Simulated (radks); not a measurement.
Valence configurations of the tellurium ion Te2+ (all share [Kr]). Calculated with a radial shooting solver on a logarithmic mesh with Libxc functionals: Dirac Kohn-Sham, PBE, spin-unpolarised, spherical densities, point nucleus; open shells are shared between the two j in proportion to 2j + 1. Energies are relative to 4d10 5s2 5p2; eigenvalues in eV.

valence,E (eV),e(4d3/2),e(4d5/2),e(5p1/2),e(5p3/2),e(5s1/2)
4d10 5s2 5p2,0.000,-61.830,-60.356,-23.039,-21.968,-32.698
4d9 5s2 5p3,41.114,-68.687,-67.147,-24.951,-23.746,-35.202
4d9.5 5s2 5p2.5,19.932,-65.264,-63.757,-24.007,-22.869,-33.966
4d10 5p4,21.010,-64.479,-62.995,-24.348,-23.223,-
4d10 5s1 5p3,10.440,-63.173,-61.694,-23.707,-22.608,-33.480
4d8 5p6,110.89,-77.884,-76.270,-27.921,-26.530,-
4d8 5s2 5p4,87.247,-75.505,-73.900,-26.778,-25.438,-37.593
4d10 5s1.5 5p2.5,5.203,-62.506,-61.030,-23.377,-22.291,-33.093
4d9 5p5,63.467,-71.190,-69.641,-26.168,-24.910,-

NIST lists [Kr] 4d10 5s2 5p2 as the ground configuration; this level of theory agrees among the configurations tried. The energies are those of spherical spin-averaged densities, not of single terms.
